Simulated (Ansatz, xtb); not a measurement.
Molecule: CH5Si, net charge 1, singlet state. 
Geometry from a B3LYP-D3(BJ)/def2-TZVP (Ansatz, a quantum-chemistry and plane-wave program) optimisation:
```xyz
7

C     -1.1612    -0.1833    -0.0234
Si     0.6290     0.0975     0.0012
H     -1.6856     0.5642    -0.6217
H     -1.4132    -1.1965    -0.3423
H     -1.5127    -0.0726     1.0166
H      1.1970     1.4431    -0.1584
H      1.5753    -1.0030     0.2299
```
Charge +1, spin multiplicity 1.

Harmonic wavenumbers from GFN2-xTB (xtb, at its own minimum), cm⁻¹: -22, 390, 602, 725, 795, 802, 813, 1324, 1353, 1357, 2343, 2360, 2949, 2962, 2972.

Task: Give the harmonic wavenumbers at B3LYP-D3(BJ)/def2-TZVP (Ansatz, finite differences of forces, unscaled).

Result: 49, 506, 510, 750, 840, 890, 979, 1285, 1393, 1417, 2292, 2339, 2971, 3073, 3132 cm⁻¹. Zero-point energy 32.1 kcal/mol.

Task: From these and the geometry, give the ideal-gas thermochemistry at 298.15 K and 1 atm (rigid rotor, harmonic oscillator).

Result: Point group Cs, rotational symmetry number 1. Rotational constants 79.54, 12.4, 11.49 GHz. S(trans) 37.35, S(rot) 20.88, S(vib) 6.87, S(elec, spin only) 0.00, S 65.1 cal/(mol K). H(298) - H(0) 3.35 kcal/mol; G - E(el) 16.0 kcal/mol.
